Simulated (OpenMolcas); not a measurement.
Rh5+ among 6 point charges of -1.7 e arranged as a tetragonal octahedron (D4h), 1.75 Å from the ion, with the axial distance 1.977 Å.
```
   1.7500    0.0000    0.0000  -1.70
   0.0000    1.7500    0.0000  -1.70
  -1.7500    0.0000    0.0000  -1.70
   0.0000   -1.7500    0.0000  -1.70
   0.0000    0.0000    1.9775  -1.70
   0.0000    0.0000   -1.9775  -1.70
```

* Program: OpenMolcas
* Method: CASSCF
* Basis: ANO-RCC-VDZP [6s5p3d1f]
* Scalar Hamiltonian: DKH2, point nucleus
* Active space: 4 electrons in 5 orbitals (4d)
* State averaging: 2S+1 = 5 even, 5 roots; 2S+1 = 3 even, 45 roots; 2S+1 = 1 even, 50 roots
* Spin-orbit coupling: state interaction with AMFI integrals over the reference wave functions

(1) What is the spin-free ground state (labels of D4, the rotations of D4h)?

(2) Where is the first state of the same spin?

(3) What are the lowest two levels with spin-orbit coupling?

(4) What is χT at 300 K, and how does it compare with the textbook value?

## Answers

(1) 5B1, 1-fold in its orbital part, 100 % from free-ion D terms; it has the highest spin that d4 allows.

(2) 5A1 at 7060 cm-1 above the ground state.

(3) A 1-fold level A1, then a 1-fold level A2 32.9 cm-1 above it. Their leading multiplicities are 5 (98 %) and 5 (98 %).

(4) The lowest level has 2S+1 = 5, for which the spin-only value is χT = S(S+1) / 2 = 3.000 cm3 K/mol (g = 2). The computed 2.065 at 300 K differs by -0.935, through orbital momentum, spin-orbit coupling and any other state in reach.

Without dynamic correlation the repulsion within the d shell is too large (B by tens of per cent), so at a given field states of lower spin stand too high. Point charges give a weaker field than real ligands, and real ions of this kind are as a rule low spin; the high spin found here belongs to the model. Point charges carry no covalency, so the field is a model and not that of real ligands. No measured value stands beside these numbers.
